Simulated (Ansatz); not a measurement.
Species: C$_{3}$H$_{9}$OSi, charge 0, multiplicity 2. It need not be the lowest isomer of its formula. 
Geometry from a B3LYP-D3(BJ)/def2-TZVP (Ansatz, a program for electronic structure) optimisation:
SMILES: [CH2][Si](C)(C)O
```xyz
14

Si     0.0291    -0.0040     0.0267
C      1.8502     0.2285    -0.1968
C     -0.5646    -1.3108    -1.1754
C     -0.9019     1.5967    -0.2134
O     -0.2990    -0.4393     1.5990
H      2.4049    -0.1670    -1.0416
H      2.4555     0.8011     0.4995
H     -0.3731    -1.0059    -2.2075
H     -1.6385    -1.4778    -1.0682
H     -0.0585    -2.2654    -1.0136
H     -1.9671     1.4488    -0.0205
H     -0.7888     1.9698    -1.2332
H     -0.5383     2.3648     0.4715
H      0.1866    -1.1838     1.9620
```
Charge 0, spin multiplicity 2.

Quantity: atomisation energy (electronic, to ground-state atoms), in eV. Valence correlation only, unless marked. Open shells are spin-unrestricted. Spin-orbit coupling is left out. No relativistic terms. The coupled-cluster limit lacks core correlation, which all-electron functionals hold. CBS(X,Y): correlation extrapolated as X^-3; Hartree-Fock from the larger set. [CCSD(T)-MP2]/basis is that difference in the basis named.

```tsv
level	program	atomisation energy (eV)	minus last row
HF/6-31G*	Ansatz	41.06	-14.13
PBE/def2-TZVPD	Ansatz	55.43	0.24
r2SCAN-D4/def2-TZVPD	Ansatz + dftd4	55.33	0.14
PBE0/6-31G*	Ansatz	54.46	-0.73
PBE0-D3(BJ)/def2-TZVPD	Ansatz + dftd3	55.14	-0.05
PBE0-D4/def2-TZVP	Ansatz + dftd4	55.10	-0.09
BHLYP-D3(BJ)/def2-TZVPD	Ansatz + dftd3	53.99	-1.20
r2SCAN0/def2-TZVPD	Ansatz	54.68	-0.51
LC-wPBE-D3(BJ)/def2-TZVPD	Ansatz + dftd3	55.24	0.05
LC-wPBE-D4/def2-TZVPD	Ansatz + dftd4	55.27	0.08
B2PLYP-D4/def2-TZVPD	Ansatz + dftd4	54.54	-0.65
MP2/STO-3G	Ansatz	55.02	-0.17
CCSD(T)/cc-pwCVTZ	Ansatz	53.92	-1.27
RI-MP2/CBS(cc-pV(T+d)Z,cc-pV(Q+d)Z)+[CCSD(T)-MP2]/cc-pV(T+d)Z	Ansatz	55.22	0.03
CCSD(T)/CBS(cc-pV(T+d)Z,cc-pV(Q+d)Z)	Ansatz	55.19	0.00
```
